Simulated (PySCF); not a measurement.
Compound: C₅H₁₀N₂.
Atom-mapped SMILES: `[CH3:1]/[C:2](=[N:3]/[NH2:4])[CH:5]1[CH2:6][CH2:7]1`

Geometry (GFN2-xTB, Å), atoms numbered from 1 in this order:
```
atom  x, y, z in Å
C1    -1.497   -1.107   -0.294
C2    -0.036   -0.781   -0.224
N3     0.754   -1.777   -0.220
N4     2.109   -1.662   -0.211
C5     0.380    0.646   -0.158
C6    -0.059    1.525    0.989
C7    -0.584    1.776   -0.385
H8    -1.930   -0.719   -1.216
H9    -2.033   -0.671    0.548
H10   -1.620   -2.185   -0.275
H11    2.523   -2.520    0.125
H12    2.511   -0.831    0.216
H13    1.386    0.819   -0.524
H14    0.658    2.214    1.408
H15   -0.729    1.099    1.721
H16   -0.220    2.640   -0.922
H17   -1.618    1.548   -0.587
```

Definitions: NICS(0) = −σiso at the ring centroid; NICS(1) = −σiso and NICS(1)zz = −σzz at ±1 Å along the ring normal z. Level: GIAO PBE0/pcSseg-1 (PySCF, non-relativistic, gas phase) on the GFN2-xTB geometry, one conformer.

Ring bond lengths (Å), with Mayer bond orders in brackets: C5–C6 1.510 (0.91), C6–C7 1.493 (0.98), C7–C5 1.503 (0.96).

**Question.** Give the NICS values of each ring in ppm.

**Answer.** 
```
    ring                                            type  NICS(0)  NICS(1), two faces  NICS(1)zz, two faces  rms pucker (Å)  centre to ring atoms, mean (Å)
C5–C6–C7  3-membered carbocycle; formal bonds all single    -43.0         -8.5 / -8.3         -24.7 / -23.5            0.00                            0.87
```

**Question.** What can be read from them?

**Answer.** 
- C5–C6–C7: mean NICS(1)zz -24.1 ppm, shielded. C5, C6, C7 have four or more neighbours, so the value isn't read as a sign of a π ring current. NICS(0) lies 35 ppm below the mean NICS(1).

**Question.** What field does 11.7 T along the ring normal induce along that normal at the first NICS(1) probe listed for ring C5–C6–C7, 1 Å off the ring?

**Answer.** NICSzz × B0 = -24.7 ppm × 11.7 T = -289 μT, against the applied field.

**Question.** What are the shieldings of the ring atoms and their hydrogens in the same run (means over atoms taken as equivalent)?

**Answer.** 
```
   atoms                 environment  σ isotropic (ppm)  principal values of the symmetric part, first atom (ppm)
      C5  three-membered-ring carbon              177.3                                       133.0, 177.0, 222.0
 C6 (×2)  three-membered-ring carbon              181.3                                       155.7, 176.7, 210.3
     H13            methine hydrogen              30.31                                          22.8, 29.5, 38.6
H14 (×2)          methylene hydrogen              31.06                                          25.4, 26.7, 41.0
H15 (×2)          methylene hydrogen              31.14                                          25.4, 29.2, 39.6
```
